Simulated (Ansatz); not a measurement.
`C[SiH](N)Br` → `CBr` + `N[SiH]` at 500 K and 1 bar (silylene formation by 1,1-elimination).

Gas-phase electronic energies from Ansatz, PBE0-D4/def2-TZVP geometries. CBS: MP2 limit from def2 TZ/QZ plus the TZ coupled-cluster correction, frozen cores. This one scheme is used for every species. For Br outer-core shells are correlated without core-valence functions, which leaves a few kJ/mol of doubt a bond. Scalar relativity is left out up to krypton. Each species was taken in one conformer, which may not be the lowest.

```tsv
species	CCSD(T)/CBS energy (Eh)	H − E (kJ/mol)	S (J/(mol·K))
`C[SiH](N)Br`	-2958.86440	237.1	405.0
`CBr`	-2613.17401	118.3	270.7
`N[SiH]`	-345.56329	110.7	274.5
```

H − E and S are ideal-gas, rigid-rotor, harmonic terms from PBE0-D4/def2-TZVP, for one conformer and one mirror image of each species. 1 Eh = 2625.50 kJ/mol, R = 8.31446 J/(mol·K).

Q: By hand: ΔE, ΔH, ΔS and ΔG.

A: ΔE = (-2613.17401) + (-345.56329) − (-2958.86440) = 0.12710 Eh = 333.7 kJ/mol. Δ(H − E) = 118.3 + 110.7 − 237.1 = -8.1, so ΔH = 325.6 kJ/mol. ΔS = 270.7 + 274.5 − 405.0 = 140.2 J/(mol·K). ΔG = 325.6 − 500 × (140.2)/1000 = 255.5 kJ/mol.

Q: By hand: the equilibrium constant, and the temperature at which ΔG would vanish if ΔH and ΔS stayed fixed.

A: log₁₀ K = −ΔG/(RT ln 10) = -26.7. ΔG = 0 at ΔH/ΔS = 2322 K.

The number of gas molecules changes by +1, which sets the sign of ΔS. A doubt of 5 kJ/mol in ΔE shifts log₁₀ K by 0.5 here. Other conformers and mirror images would add mixing entropy, several J/(mol·K) or more a flexible species. These are equilibria of isolated gas molecules and say nothing of rates. Largest T1 diagnostic: 0.015 (customary marks: 0.02 for closed shells, 0.045 for open ones).
